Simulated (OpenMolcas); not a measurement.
Ni2+ with 6 ligands (oxide) in octahedral coordination (Oh) at 2.07 Å. A charge of +1.67 e stands 3.2 Å behind each ligand. Ligand basis ANO-RCC-VDZP.
```
Ni    0.0000    0.0000    0.0000
O     2.0700    0.0000    0.0000
O     0.0000    2.0700    0.0000
O    -2.0700    0.0000    0.0000
O     0.0000   -2.0700    0.0000
O     0.0000    0.0000    2.0700
O     0.0000    0.0000   -2.0700
```

```yaml
Program: OpenMolcas 26.06
Method: "SS-CASPT2, IPEA 0.25 Eh, imaginary shift 0.1 Eh (closed shells correlated: 3s 3p and the ligand valence shells)"
Basis: ANO-RCC-VTZP [6s5p3d2f1g]
Scalar_Hamiltonian: DKH2, point nucleus
Active_space: 8 electrons in 5 orbitals (3d)
State_averaging: 2S+1 = 3 even, 10 roots; 2S+1 = 1 even, 15 roots
Spin-orbit_coupling: RASSI with atomic mean-field integrals over the reference wave functions
```

What is the spin-free ground state (labels of O, the rotations of Oh)?

3A2, 1-fold in its orbital part, 100 % from free-ion F terms; it has the highest spin that d8 allows.

Where is the first state of the same spin?

3T2 at 5980 cm-1 above the ground state.

What are the lowest two levels with spin-orbit coupling?

A 3-fold level T2, then a 2-fold level E 5640 cm-1 above it. Their leading multiplicities are 3 (100 %) and 3 (99 %).

What is χT at 300 K, and how does it compare with the textbook value?

The lowest level has 2S+1 = 3, for which the spin-only value is χT = S(S+1) / 2 = 1.000 cm3 K/mol (g = 2). The computed 1.509 at 300 K differs by +0.509, through orbital momentum, spin-orbit coupling and any other state in reach.

Roots that are degenerate in the reference are averaged as groups; the widest CASPT2 spread within a group is 64 cm-1 (the 2-fold group of multiplicity 1 near 30000 cm-1 above the lowest state of its run). Shifts and gaps below about the spread of the groups concerned are not significant. Over all roots computed the reference weight is 0.59 to 0.61; a low but even weight reflects the number of correlated electrons. The oxide ions are held by bare point charges, a crude embedding. A single d shell leaves out the double-shell effect, which counts most for late 3d ions, where the CASPT2 field can be off either way by tens of per cent. Ligand-to-metal charge-transfer states are missing. With oxide or sulfide held by bare charges the field of late divalent 3d ions can come out several times too small, and g and χT far too large. These CASPT2 states fit no ligand-field parameters well, so their order and spin gaps are uncertain. For late 3d ions with one d shell CASPT2 can put B and the spin-flip bands somewhat low as well as high. With one d shell and no ligand orbital active, 10Dq can be off by tens of per cent for divalent 3d ions, low with halides held by bare charges and at times high in hosts, and the orbital part of g and χT goes as 1/10Dq. Free-ion shares, where given, are those of the reference states; single-state CASPT2 does not remix them. No measured value stands beside these numbers; the geometry was imposed, not optimised, and the real ion may take another.
